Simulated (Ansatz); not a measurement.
Input and output for C$_{2}$H$_{6}$Cl$_{2}$NSc, SMILES `C[N](C)[Sc]([Cl])[Cl]`.

```yaml
crystal:
  periodic: [false, false, false]
  atoms:
    - {symbol: C, position_ang: [-0.595982, -0.762488, 1.081359]}
    - {symbol: N, position_ang: [0.004424, -0.008439, 0.003659]}
    - {symbol: C, position_ang: [1.233723, -0.604562, -0.469860]}
    - {symbol: Sc, position_ang: [-0.754912, 1.618704, -0.724136]}
    - {symbol: Cl, position_ang: [0.405296, 2.620268, -2.454404]}
    - {symbol: Cl, position_ang: [-2.727519, 2.356646, 0.228710]}
    - {symbol: H, position_ang: [0.080213, -0.833337, 1.944593]}
    - {symbol: H, position_ang: [-0.835655, -1.787566, 0.766349]}
    - {symbol: H, position_ang: [-1.522505, -0.290770, 1.419617]}
    - {symbol: H, position_ang: [1.665831, -0.015663, -1.283415]}
    - {symbol: H, position_ang: [1.065465, -1.623552, -0.845007]}
    - {symbol: H, position_ang: [1.981640, -0.669231, 0.332544]}
basis:
  gaussian: {orbitals: aug-cc-pVDZ}
total_charge: 1
magnetization: {spin_polarized: true, initial_magnetization: 1}
hamiltonian: {xc: {name: HSE06}, dispersion: d3bjatm}
accuracy: high
```

```sh
$ ansatz run in.yaml --threads 4 --pin off --events-out ev --progress --plain --max-ram 11315MiB
```

It prints (some lines left out):

```
Functional definition: HSE06
4708 factors; integrals over basis functions are off by at most 3.7e-9 eV
290 factors; integrals over basis functions are off by at most 1.1e-9 eV
mean field evaluation 1: about -49362.2927 eV, gradient 6.6e1 eV
mean field evaluation 2: about -49109.3436 eV, gradient 1.8e2 eV
mean field evaluation 4: about -49370.2664 eV, gradient 5.4e1 eV
mean field evaluation 8: about -49386.4381 eV, gradient 5.3e-1 eV
mean field evaluation 16: about -49386.5682 eV, gradient 2.7e-3 eV
mean field evaluation 32: about -49386.5682 eV, gradient 3.8e-8 eV
mean field -49386.56816152 eV, -1814.9229045177 hartree, gradient 3.8e-8 eV, S^2 0.755095; 3 other end points of the search recorded, 0 dependent functions left out
reference -49386.56817536 eV, -1814.9229050263 hartree; 40, 39 occupied and 196, 197 virtual orbitals, 4708 factors
Total energy: -49386.81662049 eV, -1814.9320352164 hartree
```

Run time 56 s (4 threads of an Intel Xeon on a shared host); peak host memory 2.8 GiB.
